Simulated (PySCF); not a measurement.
A PySCF script (with the pyscf-properties extension) for the NMR shieldings of `InChI=1S/C3H12ClNSi4/c1-3-8(4)9(5)7(2)6/h1,7-9H,5H2,2,6H3/t7-,8-,9-/m0/s1`, on a GFN2-xTB geometry:

```python
import basis_set_exchange as bse
import numpy as np
from pyscf import gto, dft
from pyscf.prop import nmr

atoms = """
C     3.634027    0.591231    1.293363
C     3.141520   -0.013562    0.377872
Si    2.317679   -0.960456   -0.987071
Cl    2.115872   -2.876046   -0.264963
Si    0.212509   -0.042244   -1.350326
N    -0.323526   -0.761193   -2.835769
Si   -1.311519   -0.180533    0.431880
C    -0.306833   -0.004542    2.043508
Si   -3.088873    1.321259    0.420897
H     4.076124    1.120819    2.088537
H     3.342876   -1.073094   -2.032259
H     0.405583    1.361663   -1.766763
H    -1.091949   -0.333964   -3.325984
H    -0.423539   -1.762879   -2.878471
H    -1.875387   -1.554241    0.480755
H    -0.930025   -0.159051    2.919430
H     0.504676   -0.725563    2.086707
H     0.136022    0.984425    2.124152
H    -3.828809    1.239980   -0.844218
H    -4.081169    1.134088    1.484417
H    -2.634180    2.710847    0.533834
"""
names = dict.fromkeys(["C", "Si", "Cl", "N", "H"], "pcSseg-1")
basis = {el: gto.basis.parse(bse.get_basis(n, elements=[el], fmt="nwchem")) for el, n in names.items()}
mol = gto.M(atom=atoms, basis=basis, charge=0, verbose=0)
mf = dft.RKS(mol, xc="PBE0")
mf.grids.level = 2
mf.grids.alignment = dft.numint.BLKSIZE   # the property module wants whole blocks of grid points
mf.conv_tol = 1e-9
mf.kernel()

calc = nmr.RKS(mf)   # GIAO
C = mf.mo_coeff
Co = C[:, mf.mo_occ > 0]
resp = mf.gen_response(singlet=True, hermi=2)
def vind(x):   # induced exchange potential for any number of trial vectors
    d = np.einsum("pi,xij,qj->xpq", C, 2 * x.reshape(-1, C.shape[1], Co.shape[1]), Co, optimize=True)
    return np.einsum("xpq,pi,qj->xij", resp(d - d.transpose(0, 2, 1)), C, Co, optimize=True).ravel()
mo1, _ = nmr.rhf.solve_mo1(calc, with_cphf=vind)
sigma = calc.kernel(mo1)
for i, s in enumerate(sigma):   # ppm
    print("%2d %-2s %9.2f" % (i, mol.atom_pure_symbol(i), np.trace(s) / 3))
```

Q: What does it print?

A: 
```
 0 C      78.58
 1 C      96.33
 2 Si    380.73
 3 Cl    986.84
 4 Si    387.28
 5 N     270.51
 6 Si    432.70
 7 C     194.15
 8 Si    464.38
 9 H      29.39
10 H      25.86
11 H      26.37
12 H      32.10
13 H      32.13
14 H      27.58
15 H      31.47
16 H      30.98
17 H      31.75
18 H      28.25
19 H      28.12
20 H      28.29
```

These numbers come from an equivalent density-fitted implementation of the same equations, which agrees with the script to about 0.01 ppm for H and up to a few tenths of a ppm for heavy atoms, so last digits may differ.

Q: Turn these shieldings into chemical shifts. Referencing at the same level of theory: ¹³C (186.93 ppm) and ²⁹Si (349.16 ppm) and ¹H (31.72 ppm) vs TMS; ³⁵Cl (949.78 ppm) vs HCl; ¹⁵N (267.73 ppm) vs NH3.

A: Averaging equivalent atoms: C 0: 108.3; C 1: 90.6; C 7: -7.2; Si 2: -31.6; Si 4: -38.1; Si 6: -83.5; Si 8: -115.2; Cl 3: -37; N 5: -2.8; H 10: 5.86; H 11: 5.35; H 14: 4.13; H 18/19/20: 3.50; H 9: 2.33; H 15/16/17: 0.32; H 12/13: -0.40 ppm. Experimental scales use liquid or dissolved standards, which lie at an offset from isolated NH3 (liquid NH3: subtract about 20 ppm).

Size and cost of the density-fitted run: 248 basis functions, 92 s wall time on 1 thread of an Arm Neoverse V2, shared host; peak memory 1.2 GiB.
